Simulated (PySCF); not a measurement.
Species: C6H8F4.
Cartesian coordinates in Å at the PBE0-D3(BJ)/def2-SVP level; atoms count from 1:
```xyz
18
C6H8F4 angstrom
C     -2.2738    0.0859   -0.0684
C     -0.9786    0.0493    0.7052
F     -1.2734    0.0815    2.0480
C      0.0729    1.0814    0.2679
C      0.7511   -0.0348   -0.5455
C      2.2521   -0.0944   -0.5375
F      2.7843    0.9589   -1.1658
F      2.6973   -1.1966   -1.1506
F      2.7434   -0.1047    0.7070
C     -0.0095   -1.0724    0.2989
H     -2.0888    0.0636   -1.1524
H     -2.8305    1.0040    0.1710
H     -2.8959   -0.7816    0.1970
H      0.6875    1.3632    1.1348
H     -0.2658    1.9845   -0.2588
H      0.4361   -0.0375   -1.5992
H      0.5839   -1.3781    1.1722
H     -0.4182   -1.9594   -0.2048
```

The closed-shell ground state was solved at several levels (PySCF, density fitting, gas phase, non-relativistic).

```json
{"level": "CAM-B3LYP/pcSseg-1", "basis functions": "210", "HOMO (eV)": "-10.49", "LUMO (eV)": "1.82", "gap (eV)": "12.31", "dipole (D)": "2.51"}
{"level": "B3LYP/def2-SVPD", "basis functions": "276", "HOMO (eV)": "-8.91", "LUMO (eV)": "0.13", "gap (eV)": "9.04", "dipole (D)": "2.58"}
```

Problem. Estimate the row for PBE0/pcSseg-1, a basis of 210 functions; the other rows only guide the guess.

Solution. HOMO -9.05 eV, LUMO 0.97 eV, gap 10.02 eV, dipole 2.47 D.

Problem. Over all these levels, which gives the widest orbital gap and which the narrowest?

Solution. CAM-B3LYP/pcSseg-1 (range-separated hybrid) has the widest, 12.31 eV, and B3LYP/def2-SVPD (global hybrid, 20 % exact exchange) the narrowest, 9.04 eV. Functional and basis both differ between the two, so the spread mixes both effects.

Problem. How far do the dipole and the HOMO energy spread over the levels?

Solution. The dipole runs from 2.47 to 2.58 D (mean 2.52 D) and the HOMO from -10.49 to -8.91 eV.

One conformer stands for the species.
